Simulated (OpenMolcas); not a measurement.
Pd6+.

```
Program             : OpenMolcas 26.06
Method              : RASSCF
Basis               : ANO-RCC-VQZP [8s7p5d3f2g1h]
Scalar Hamiltonian  : DKH2, point nucleus
Active space        : 10 electrons in 8 orbitals (RAS1 4p, at most 2 holes; RAS2 4d)
State averaging     : 2S+1 = 5 even, 5 roots; 2S+1 = 3 even, 45 roots; 2S+1 = 1 even, 49 roots
Spin-orbit coupling : state interaction with AMFI integrals over the reference wave functions, term energies averaged over their components
```

Levels without dynamic correlation, in cm-1 above 4d4 5D0:

| Level | E |
| --- | --- |
| 4d4 3F2(1) | 28147 |
| 4d4 3P0(1) | 20925 |
| 4d4 3H4 [67 %] | 25583 |
| 4d4 3D3 | 39047 |

On this reference, MS-RASPT2, IPEA 0.25 Eh, imaginary shift 0.1 Eh (closed shells correlated: 4s) puts 4d4 3F2(1) at 26240 cm-1.

Q: Estimate the other levels at that method by one scale factor, and say how well it serves.

A: The factor is 26240 / 28147 = 0.932. Scaled values beside those that MS-RASPT2 gives:
| Level | Scaled | MS-RASPT2 | Miss (%) |
| --- | --- | --- | --- |
| 4d4 3P0(1) | 19502 | 20630 | -5.5 |
| 4d4 3H4 [67 %] | 23843 | 22000 | +8.4 |
| 4d4 3D3 | 36392 | 34810 | +4.5 |
For these levels the scaled values miss MS-RASPT2 by up to 8.4 %, as correlation changes each term by its own factor, spin-orbit parts do not scale and CASPT2 has its own spread within terms. This holds within one configuration; levels of others move differently, and the target method has errors of its own against measurement.

CASPT2 does not keep the components of a term degenerate, so their means are used; among the terms shown or strongly mixed into the levels shown the widest spread is 620 cm-1 (4d4 3H, MS-RASPT2). Active for correlation alone: 4p; no level in the range computed is led by a configuration that opens it, so any true level of that kind is missing. Without dynamic correlation excited terms often stand tens of per cent too high (terms of higher spin than the ground term too low), and those without a measured partner can miss by more than the paired ones (holds for RASSCF). Levels of configurations outside the active space are missing.

A share in square brackets marks a mixed level and gives the weight of the term that names it, the lowest over the columns. A number in round brackets counts repeated terms of one configuration in the order of the reference energies.
